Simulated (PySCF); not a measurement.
H₄Si, charge +1, doublet, geometry from GFN2-xTB (a state made from the parent by changing its charge; the spin is typed, not shown lowest); SVWN5/cc-pVDZ run with PySCF.

Here is a job for PySCF.
```python
from pyscf import gto, scf, dft

mol = gto.Mole()
mol.atom = '''
    Si    0.00000000   -0.00000000   -0.00000000
    H     0.21946869    1.49634988   -0.01781752
    H    -1.36537719    0.20760105    0.61659864
    H     1.36537719   -0.20760105   -0.61659864
    H    -0.21946869   -1.49634988    0.01781752
'''
mol.basis = 'cc-pvdz'
mol.charge = 1
mol.spin = 1
mol.verbose = 4
mol.build()

mf = dft.UKS(mol)
mf.xc = 'lda,vwn'
mf.level_shift = 1.0
mf.max_cycle = 100
mf.kernel()
```

It wrote (shortened):

```
PySCF version 2.14.0

[INPUT] verbose = 4
[INPUT] num. atoms = 5
[INPUT] num. electrons = 17
[INPUT] charge = 1
[INPUT] spin (= nelec alpha-beta = 2S) = 1
[INPUT] symmetry False subgroup None
[INPUT] Mole.unit = angstrom
[INPUT] Symbol           X                Y                Z      unit          X                Y                Z       unit  Magmom
[INPUT]  1 Si     0.000000000000   0.000000000000   0.000000000000 AA    0.000000000000   0.000000000000   0.000000000000 Bohr   0.0
[INPUT]  2 H      0.219468690000   1.496349880000  -0.017817520000 AA    0.414735717017   2.827691459726  -0.033670233019 Bohr   0.0
[INPUT]  3 H     -1.365377190000   0.207601050000   0.616598640000 AA   -2.580188945828   0.392309127672   1.165202558379 Bohr   0.0
[INPUT]  4 H      1.365377190000  -0.207601050000  -0.616598640000 AA    2.580188945828  -0.392309127672  -1.165202558379 Bohr   0.0
[INPUT]  5 H     -0.219468690000  -1.496349880000   0.017817520000 AA   -0.414735717017  -2.827691459726   0.033670233019 Bohr   0.0

nuclear repulsion = 20.9326258576547
number of shells = 17
number of NR pGTOs = 69
number of NR cGTOs = 38
basis = cc-pvdz
ecp = {}

******** <class 'pyscf.dft.uks.UKS'> ********
method = UKS
initial guess = minao
damping factor = 0
level_shift factor = 1.0
DIIS = <class 'pyscf.scf.diis.CDIIS'>
diis_start_cycle = 1
diis_space = 8
diis_damp = 0
SCF conv_tol = 1e-09
SCF conv_tol_grad = None
SCF max_cycles = 100
direct_scf = True
direct_scf_tol = 1e-13
number electrons alpha = 9  beta = 8
XC library pyscf.dft.libxc version 7.1.2
    S. Lehtola, C. Steigemann, M. J. T. Oliveira, and M. A. L. Marques,  SoftwareX 7, 1–5 (2018)
XC functionals = lda,vwn
    P. A. M. Dirac,  Math. Proc. Cambridge Philos. Soc. 26, 376 (1930)
    F. Bloch,  Z. Phys. 57, 545 (1929)
    S. H. Vosko, L. Wilk, and M. Nusair,  Can. J. Phys. 58, 1200 (1980)
radial grids:
    Treutler-Ahlrichs [JCP 102, 346 (1995); DOI:10.1063/1.469408] (M4) radial grids

becke partition: Becke, JCP 88, 2547 (1988); DOI:10.1063/1.454033
pruning grids: <function nwchem_prune>
grids dens level: 3
symmetrized grids: False
atomic radii adjust function: <function treutler_atomic_radii_adjust>
small_rho_cutoff = 0
Set gradient conv threshold to 3.16228e-05
tot grids = 58416
init E= -290.414349938907

cycle= 1 E= -290.124668271953  delta_E= 0.29  |g|= 0.275  |ddm|= 1.06
cycle= 2 E= -290.186263229486  delta_E= -0.0616  |g|= 0.104  |ddm|= 0.249
cycle= 3 E= -290.193598790951  delta_E= -0.00734  |g|= 0.0615  |ddm|= 0.0824
cycle= 4 E= -290.19613507378  delta_E= -0.00254  |g|= 0.0377  |ddm|= 0.0479
cycle= 5 E= -290.197090423324  delta_E= -0.000955  |g|= 0.0235  |ddm|= 0.0301
cycle= 6 E= -290.197451356141  delta_E= -0.000361  |g|= 0.0149  |ddm|= 0.0191
cycle= 7 E= -290.197596007326  delta_E= -0.000145  |g|= 0.00944  |ddm|= 0.0123
cycle= 8 E= -290.197653715162  delta_E= -5.77e-05  |g|= 0.00602  |ddm|= 0.00798
cycle= 9 E= -290.197677070391  delta_E= -2.34e-05  |g|= 0.00384  |ddm|= 0.00518
cycle= 10 E= -290.197686564755  delta_E= -9.49e-06  |g|= 0.00246  |ddm|= 0.00337
cycle= 11 E= -290.197690459351  delta_E= -3.89e-06  |g|= 0.00158  |ddm|= 0.0022
cycle= 12 E= -290.197692063927  delta_E= -1.6e-06  |g|= 0.00101  |ddm|= 0.00144
cycle= 13 E= -290.197692726387  delta_E= -6.62e-07  |g|= 0.000652  |ddm|= 0.000943
cycle= 14 E= -290.197693000816  delta_E= -2.74e-07  |g|= 0.000419  |ddm|= 0.000618
cycle= 15 E= -290.197693114691  delta_E= -1.14e-07  |g|= 0.00027  |ddm|= 0.000405
cycle= 16 E= -290.197693162098  delta_E= -4.74e-08  |g|= 0.000174  |ddm|= 0.000266
cycle= 17 E= -290.19769318186  delta_E= -1.98e-08  |g|= 0.000112  |ddm|= 0.000174
cycle= 18 E= -290.197693190111  delta_E= -8.25e-09  |g|= 7.26e-05  |ddm|= 0.000114
cycle= 19 E= -290.197693193562  delta_E= -3.45e-09  |g|= 4.69e-05  |ddm|= 7.49e-05
cycle= 20 E= -290.197693195007  delta_E= -1.44e-09  |g|= 3.04e-05  |ddm|= 4.91e-05
cycle= 21 E= -290.197693195614  delta_E= -6.06e-10  |g|= 1.96e-05  |ddm|= 3.22e-05
Extra cycle  E= -290.197693195868  delta_E= -2.54e-10  |g|= 1.52e-05  |ddm|= 7.18e-05
converged SCF energy = -290.197693195868  <S^2> = 0.75325707  2S+1 = 2.0032544
```
